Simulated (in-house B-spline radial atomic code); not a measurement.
A calculation on As (an excited or competing configuration): its settings, and results tabulated from the run. All numbers are computed (scalar-relativistic (X2C) B3LYP, spin-polarised, spherical fractional occupations; Fermi nucleus of rms radius 4.0968 fm) with an all-electron radial atomic-structure program (B-spline basis), not measured.

Command:
```bash
python run_scf.py task.json out
```
Settings (nuclear radius in fm, mass in u):
```
Z                33
configuration    [Ar] 3d9 4s2 4p3 4d1
hamiltonian      x2c
method           b3lyp
spin_polarised   True
nucleus          fermi
rms_radius       4.0968
atomic_mass      74.92159
speed_of_light   137.035999084
```

Output (hartree, bohr):
```
 radial grid: 90 intervals, B-splines of order 8, outer radius 85 bohr

 iter        energy (Eh)    residual
    1       -2257.808679    3.74e-01
    2       -2258.143245    1.77e-01
    3       -2258.956924    1.49e-02
    4       -2258.960068    6.74e-03
    5       -2258.960395    8.12e-04
    6       -2258.960408    5.25e-04
    7       -2258.960420    3.60e-05
    8       -2258.960420    1.20e-05
    9       -2258.960420    3.08e-06
   10       -2258.960420    4.59e-07
   11       -2258.960420    1.28e-07

 total energy                     -2258.96042
 kinetic                            2309.6047
 electron-nucleus                  -5434.6912
 Hartree                             949.6753
 exact exchange                      -16.2745
 exchange-correlation                -67.2747

 orbital      occ     eigenvalue          <r>       <r^2>       <1/r>       r_max
 1s up      1.000      -432.6928    0.0451038  0.00275038     34.1711     0.02928
 1s down    1.000      -432.6847     0.045103  0.00275028     34.1716     0.02928
 2s up      1.000       -56.0038     0.202397   0.0483795     7.48902        0.17
 2s down    1.000       -55.9591     0.202306   0.0483321     7.49236        0.17
 2p up      3.000       -49.1776     0.177113   0.0384363      7.2305      0.1362
 2p down    3.000       -49.1364     0.177021   0.0383903     7.23323      0.1361
 3s up      1.000        -7.9216      0.59273    0.404457     2.42852      0.5196
 3s down    1.000        -7.8405     0.593448    0.405351     2.42361        0.52
 3p up      3.000        -5.7869     0.609027    0.434981     2.26355      0.5181
 3p down    3.000        -5.6984     0.610225    0.436586     2.25744      0.5189
 3d up      5.000        -2.2686     0.649484    0.525715     1.96506        0.47
 3d down    4.000        -2.1427      0.65191    0.529234     1.95802      0.4717
 4s up      1.000        -0.9083      1.79094     3.65911    0.738231       1.538
 4s down    1.000        -0.7807      1.80277     3.72694    0.737568       1.528
 4p up      3.000        -0.4780      2.15481     5.37409    0.605962       1.785
 4d up      1.000        -0.0202      8.06311     83.2069    0.174776       5.621
```

Time taken, with all properties: 0.67 s on 1 thread of Arm Neoverse V1, with other jobs on the host.

Caution: exact exchange at fractional occupations of open shells leaves self-interaction of up to several eV.

One-electron X2C: radii and densities carry no picture-change correction, so inner-shell <1/r> comes out high (for 1s by about 2 % at Z = 33, 5 % at 54, 10 % at 75, 30 % at 118) and <r> low.
